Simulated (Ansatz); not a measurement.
F2OTi, SMILES `[O]=[Ti]([F])[F]`. Charge 0, multiplicity 1. Correlated methods include outer-core shells of Ti, which these sets cover unevenly. Scalar relativity is left out up to krypton.

```xyz
4

O    -0.212   -1.235   -0.970
Ti    0.062   -0.019    0.020
F    -0.573   -0.209    1.681
F     0.723    1.463   -0.731
```

(1) Give the diagnostics of a CCSD(T)/def2-TZVPP run (frozen core, the Gaussian-basis code of Ansatz). (Best estimate.)

Results:

(1) The calculation gave: T1 = 0.0277, largest single amplitude 0.056, largest double 0.047, (T) share of the correlation energy 5.0 %, 15 CCSD cycles. The RHF solution is stable towards an unrestricted one. T1 lies over the customary mark of 0.02 for closed shells; compounds of d metals often pass it without a breakdown.
